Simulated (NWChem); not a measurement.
System: InHBrCl; SMILES [Cl][InH][Br]

Input file for NWChem:

```
start job
memory heap 200 mb stack 900 mb global 1100 mb
geometry units angstroms noautoz
  In    -0.582091    -0.478229     0.000000
  H     -2.248947    -0.832985     0.000000
  Cl     1.063302    -2.143790     0.000000
  Br     0.361468     1.809236     0.000000
end
basis spherical
  In library def2-svp
  H library def2-svp
  Cl library def2-svp
  Br library def2-svp
end
ecp
  In library def2-ecp
end
dft
  xc b3lyp
  iterations 150
  mulliken
end
task dft energy
```

NWChem printed, in part:

```
             Northwest Computational Chemistry Package (NWChem) 7.3.0
             --------------------------------------------------------

 CS  symmetry detected

                             Geometry "geometry" -> ""
                             -------------------------

 Output coordinates in angstroms (scale by  1.889725989 to convert to a.u.)

  No.       Tag          Charge          X              Y              Z
 ---- ---------------- ---------- -------------- -------------- --------------
    1 In                  49.0000    -0.57216759    -0.51459803     0.00000000
    2 H                    1.0000    -2.23212104    -0.90036389     0.00000000
    3 Cl                  17.0000     1.10398688    -2.14919821     0.00000000
    4 Br                  35.0000     0.32858732     1.79005820     0.00000000

 Effective nuclear repulsion energy (a.u.)     656.1964396913

      Symmetry information
      --------------------

 Group name             Cs
 Group number              2
 Group order               2
 No. of unique centers     4

                                 NWChem DFT Module
                                 -----------------

 Summary of "ao basis" -> "ao basis" (spherical)
 ------------------------------------------------------------------------------
       Tag                 Description            Shells   Functions and Types
 ---------------- ------------------------------  ------  ---------------------
 In                         def2-svp                10       26   4s4p2d
 H                          def2-svp                 3        5   2s1p
 Cl                         def2-svp                 8       18   4s3p1d
 Br                         def2-svp                12       32   5s4p3d

      Symmetry analysis of basis
      --------------------------

        a'         57
        a"         24

            General Information
            -------------------
          SCF calculation type: DFT
          Wavefunction type:  closed shell.
          No. of atoms     :     4
          No. of electrons :    74
           Alpha electrons :    37
            Beta electrons :    37
          Charge           :     0
          Spin multiplicity:     1
          Use of symmetry is: on ; symmetry adaption is: on
          Maximum number of iterations: 150
          AO basis - number of functions:    81
                     number of shells:    33
          Convergence on energy requested:  1.00D-06
          Convergence on density requested:  1.00D-05
          Convergence on gradient requested:  5.00D-04

              XC Information
              --------------
                         B3LYP Method XC Potential
                     Hartree-Fock (Exact) Exchange  0.200
                        Slater Exchange Functional  0.800 local
                    Becke 1988 Exchange Functional  0.720 non-local
              Lee-Yang-Parr Correlation Functional  0.810
                  VWN I RPA Correlation Functional  0.190 local

             Grid Information
             ----------------
          Grid used for XC integration:  medium
          Radial quadrature: Mura-Knowles
          Angular quadrature: Lebedev.
          Tag              B.-S. Rad. Rad. Pts. Rad. Cut. Ang. Pts.
          ---              ---------- --------- --------- ---------
          In                  1.55      123           8.0       590
          H                   0.35       45          10.0       434
          Cl                  1.00       88          11.0       590
          Br                  1.15      112          10.0       590
          Grid pruning is: on
          Number of quadrature shells:   368
          Spatial weights used:  Erf1

      Superposition of Atomic Density Guess
      -------------------------------------

 Sum of atomic energies:       -3249.95890863

      Non-variational initial energy
      ------------------------------

 Total energy =   -3221.359161
 1-e energy   =   -5211.586321
 2-e energy   =    1659.893826
 HOMO         =      -0.374452
 LUMO         =      -0.022586

      Symmetry analysis of molecular orbitals - initial
      -------------------------------------------------

  Numbering of irreducible representations:

     1 a'          2 a"

  Orbital symmetries:

     1 a'          2 a'          3 a'          4 a'          5 a'
     6 a"          7 a'          8 a'          9 a'         10 a'
    11 a"         12 a'         13 a'         14 a"         15 a'
    16 a'         17 a'         18 a"         19 a'         20 a'
    21 a"         22 a'         23 a"         24 a'         25 a'
    26 a'         27 a"         28 a"         29 a'         30 a'
    31 a'         32 a'         33 a'         34 a"         35 a"
    36 a'         37 a'         38 a'         39 a"         40 a'
    41 a'         42 a'         43 a"         44 a'         45 a'
    46 a"         47 a"

     ---------------------------------------------
      Total Density - Mulliken Population Analysis
     ---------------------------------------------

    Atom       Charge   Shell Charges
 -----------   ------   -------------------------------------------------------
    1 In  21    19.80   2.60 -0.60  0.73  0.32  3.23  2.76  0.54  0.17  9.70  0.36
    2 H    1     1.07   0.60  0.46  0.01
    3 Cl  17    17.58   2.00  1.99  1.23  0.72  5.94  2.20  3.49  0.01
    4 Br  35    35.55   2.00  2.00  2.00  1.37  0.58  6.00  5.99  2.41  3.18  8.23  1.73  0.05

   convergence    iter        energy       DeltaE   RMS-Dens  Diis-err
 ---------------- ----- ----------------- --------- --------- ---------
 d= 0,ls=0.0,diis     1  -3224.7663573610 -3.56D+03  1.99D-02  4.42D-01
 d= 0,ls=0.0,diis     2  -3224.7280320514  3.83D-02  1.15D-02  6.49D-01
 d= 0,ls=0.0,diis     3  -3224.8281174950 -1.00D-01  1.70D-03  1.81D-02
 d= 0,ls=0.0,diis     4  -3224.8307186403 -2.60D-03  2.25D-04  3.66D-04
 d= 0,ls=0.0,diis     5  -3224.8307544326 -3.58D-05  9.60D-05  3.35D-05
  Resetting Diis
 d= 0,ls=0.0,diis     6  -3224.8307588264 -4.39D-06  3.12D-05  5.30D-06
 d= 0,ls=0.0,diis     7  -3224.8307597042 -8.78D-07  4.30D-06  1.14D-07

         Total DFT energy =    -3224.830759704245
      One electron energy =    -5212.466246496323
           Coulomb energy =     1794.140074564003
    Exchange-Corr. energy =     -136.837921140862
 Nuclear repulsion energy =      330.333333368936

 Numeric. integr. density =       74.000009350284

                  Occupations of the irreducible representations
                  ----------------------------------------------

                     irrep           alpha         beta
                     --------     --------     --------
                     a'               27.0         27.0
                     a"               10.0         10.0

                       DFT Final Molecular Orbital Analysis
                       ------------------------------------

 Vector   35  Occ=2.000000D+00  E=-3.061856D-01  Symmetry=a'
              MO Center=  7.1D-01, -1.5D+00,  4.0D-15, r^2= 3.7D+00
   Bfn.  Coefficient  Atom+Function         Bfn.  Coefficient  Atom+Function
  ----- ------------  ---------------      ----- ------------  ---------------
    42      0.417440  3 Cl px                43      0.392529  3 Cl py
    39      0.308853  3 Cl px                40      0.293867  3 Cl py
    36      0.179706  3 Cl px                65      0.180535  4 Br py
    37      0.170579  3 Cl py                62      0.166007  4 Br py
    28      0.164212  2 H  s                 27      0.139683  2 H  s

 Vector   36  Occ=2.000000D+00  E=-3.011102D-01  Symmetry=a"
              MO Center=  4.0D-01,  1.2D+00, -1.0D-15, r^2= 3.3D+00
   Bfn.  Coefficient  Atom+Function         Bfn.  Coefficient  Atom+Function
  ----- ------------  ---------------      ----- ------------  ---------------
    66      0.554318  4 Br pz                63      0.489175  4 Br pz
    60     -0.326175  4 Br pz                44     -0.249424  3 Cl pz
    41     -0.178669  3 Cl pz                57      0.106021  4 Br pz
    38     -0.104458  3 Cl pz                18     -0.080481  1 In d -1
    13      0.061859  1 In pz                23      0.041090  1 In d -1

 Vector   37  Occ=2.000000D+00  E=-2.940031D-01  Symmetry=a'
              MO Center=  2.9D-01,  1.4D+00, -3.3D-15, r^2= 2.7D+00
   Bfn.  Coefficient  Atom+Function         Bfn.  Coefficient  Atom+Function
  ----- ------------  ---------------      ----- ------------  ---------------
    64      0.532015  4 Br px                61      0.475798  4 Br px
    58     -0.315723  4 Br px                65     -0.213619  4 Br py
    62     -0.192619  4 Br py                43     -0.163525  3 Cl py
    59      0.127516  4 Br py                40     -0.121095  3 Cl py
    55      0.102585  4 Br px                28      0.092032  2 H  s

 Vector   38  Occ=0.000000D+00  E=-7.883372D-02  Symmetry=a"
              MO Center= -5.4D-01, -4.9D-01, -1.3D-14, r^2= 4.4D+00
   Bfn.  Coefficient  Atom+Function         Bfn.  Coefficient  Atom+Function
  ----- ------------  ---------------      ----- ------------  ---------------
    13      0.612854  1 In pz                16      0.535606  1 In pz
    66     -0.238156  4 Br pz                44     -0.235457  3 Cl pz
    10     -0.158281  1 In pz                63     -0.149279  4 Br pz
     7     -0.146499  1 In pz                41     -0.133663  3 Cl pz
    60      0.098611  4 Br pz                38     -0.076923  3 Cl pz

 Vector   39  Occ=0.000000D+00  E=-7.745052D-02  Symmetry=a'
              MO Center= -4.0D-01, -3.4D-01, -5.3D-15, r^2= 4.7D+00
   Bfn.  Coefficient  Atom+Function         Bfn.  Coefficient  Atom+Function
  ----- ------------  ---------------      ----- ------------  ---------------
     4      0.717406  1 In s                  3      0.694923  1 In s
    28     -0.502524  2 H  s                 65      0.412346  4 Br py
     1     -0.364117  1 In s                 43     -0.291701  3 Cl py
    27     -0.258003  2 H  s                 62      0.237549  4 Br py
    42      0.230246  3 Cl px                35     -0.207692  3 Cl s

 Vector   40  Occ=0.000000D+00  E= 6.030856D-03  Symmetry=a'
              MO Center= -9.0D-01, -6.1D-01,  1.5D-14, r^2= 6.3D+00
   Bfn.  Coefficient  Atom+Function         Bfn.  Coefficient  Atom+Function
  ----- ------------  ---------------      ----- ------------  ---------------
    15      1.040264  1 In py                35      0.421639  3 Cl s
    54     -0.419902  4 Br s                 12      0.377121  1 In py
    42     -0.277550  3 Cl px                64      0.262073  4 Br px
    14     -0.252620  1 In px                65      0.212353  4 Br py
    53     -0.147676  4 Br s                 17      0.126698  1 In d -2

     ---------------------------------------------
      Total Density - Mulliken Population Analysis
     ---------------------------------------------

    Atom       Charge   Shell Charges
 -----------   ------   -------------------------------------------------------
    1 In  21    20.44   2.60 -0.60  0.95  0.16  3.23  2.78  0.94  0.24  9.65  0.49
    2 H    1     1.07   0.66  0.39  0.01
    3 Cl  17    17.26   2.00  1.98  1.27  0.69  5.93  2.13  3.23  0.01
    4 Br  35    35.24   2.00  2.00  1.99  1.46  0.50  6.00  5.98  2.35  2.94  8.19  1.75  0.08

     -------------------------------------------
      Total Density - Lowdin Population Analysis
     -------------------------------------------

    Atom       Charge   Shell Charges
 -----------   ------   -------------------------------------------------------
    1 In  21    20.82   1.39  0.54  0.70  0.41  3.03  2.84  1.02  0.55  9.38  0.97
    2 H    1     1.08   0.58  0.47  0.03
    3 Cl  17    17.05   2.00  1.96  1.06  0.79  5.82  2.25  3.17  0.01
    4 Br  35    35.05   2.00  2.00  1.96  1.14  0.72  5.99  5.81  2.44  2.96  7.84  2.04  0.15

     Multipole analysis of the density
     ---------------------------------

     L   x y z        total         alpha         beta         nuclear
     -   - - -        -----         -----         ----         -------
     0   0 0 0     -0.000000    -37.000000    -37.000000     74.000000

     1   1 0 0     -0.885068    -15.579893    -15.579893     30.274719
     1   0 1 0     -0.109794    -13.669187    -13.669187     27.228579
     1   0 0 1     -0.000000     -0.000000     -0.000000      0.000000

     2   2 0 0    -41.227390    -85.527737    -85.527737    129.828084
     2   1 1 0      1.850712     21.559187     21.559187    -41.267663
     2   1 0 1     -0.000000     -0.000000     -0.000000      0.000000
     2   0 2 0    -44.539848   -374.102574   -374.102574    703.665299
     2   0 1 1     -0.000000     -0.000000     -0.000000      0.000000
     2   0 0 2    -38.297500    -19.148750    -19.148750      0.000000
```

Level: B3LYP/def2-SVP with def2 effective core potentials on In. Coordinates come from a PBE0/def2-SVP optimisation. def2 effective core potentials on In; no spin-orbit coupling.
